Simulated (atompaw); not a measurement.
**An all-electron radial function and its pseudo partner (niobium)**

Columns: radius, all-electron u(r) and pseudo u(r) of the 5s shell (level -3.71 eV) of niobium in the configuration [Kr] 4d5 5s0 5p0; LDA (PW92), scalar-relativistic, PAW (atompaw) scheme, atompaw 4.2.0.5.

```csv
r (bohr),all-electron,pseudo
0.115,-0.1002,0.0204
0.231,0.0828,0.0411
0.346,0.1554,0.0619
0.462,0.0657,0.0831
0.577,-0.0704,0.1047
0.692,-0.1814,0.1267
0.808,-0.2428,0.1496
0.923,-0.2538,0.1729
1.038,-0.2254,0.1969
1.154,-0.1695,0.2219
1.269,-0.0980,0.2473
1.385,-0.0184,0.2736
1.500,0.0617,0.3002
1.615,0.1390,0.3271
1.731,0.2117,0.3545
1.846,0.2769,0.3816
1.962,0.3352,0.4085
2.077,0.3855,0.4344
2.192,0.4284,0.4591
2.308,0.4647,0.4824
2.423,0.4942,0.5034
2.538,0.5177,0.5219
2.654,0.5360,0.5375
2.769,0.5494,0.5498
2.885,0.5586,0.5586
3.000,0.5638,0.5638
```

Q: How many radial nodes do the two functions have?

A: The all-electron 5s function has n − l − 1 = 4 (the table is too coarse to show those close to the nucleus); the pseudo-wave has 0, since the states of the same l below it are removed with the core.

Q: Is the pseudo-wave norm-conserving?

A: No, it belongs to a PAW set: the norm inside the radius is not constrained, and the difference is carried by the augmentation charge.
